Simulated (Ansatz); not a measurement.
`C[SiH](F)[InH2]` → `[F][InH2]` + `C[SiH]` at 700 K and 1 bar (silylene formation by 1,1-elimination).

Gas-phase electronic energies from Ansatz, PBE0-D4/def2-TZVP geometries. CCSD(T)/CBS is the MP2 limit (def2-TZVPP, def2-QZVPP) plus CCSD(T) − MP2 in def2-TZVPP, frozen cores. This one scheme is used for every species. Elements past krypton have def2 core potentials. For In outer-core shells are correlated without core-valence functions, which leaves a few kJ/mol of doubt a bond.

```csv
species,CCSD(T)/CBS energy (Eh),H − E (kJ/mol),S (J/(mol·K))
`C[SiH](F)[InH2]`,-620.39478,239.4,496.4
`[F][InH2]`,-290.81142,72.4,317.2
`C[SiH]`,-329.46712,152.0,322.2
```

H − E and S are ideal-gas, rigid-rotor, harmonic terms from PBE0-D4/def2-TZVP, for one conformer and one mirror image of each species. 1 Eh = 2625.50 kJ/mol, R = 8.31446 J/(mol·K).

By hand: ΔE, ΔH, ΔS and ΔG.

ΔE = (-290.81142) + (-329.46712) − (-620.39478) = 0.11624 Eh = 305.2 kJ/mol. Δ(H − E) = 72.4 + 152.0 − 239.4 = -15.0, so ΔH = 290.2 kJ/mol. ΔS = 317.2 + 322.2 − 496.4 = 143.0 J/(mol·K). ΔG = 290.2 − 700 × (143.0)/1000 = 190.1 kJ/mol.

By hand: the equilibrium constant, and the temperature at which ΔG would vanish if ΔH and ΔS stayed fixed.

log₁₀ K = −ΔG/(RT ln 10) = -14.2. ΔG = 0 at ΔH/ΔS = 2029 K.

The number of gas molecules changes by +1, which sets the sign of ΔS. A doubt of 5 kJ/mol in ΔE shifts log₁₀ K by 0.4 here. Other conformers and mirror images would add mixing entropy, several J/(mol·K) or more a flexible species. These are equilibria of isolated gas molecules and say nothing of rates. Largest T1 diagnostic: 0.016 (customary marks: 0.02 for closed shells, 0.045 for open ones).
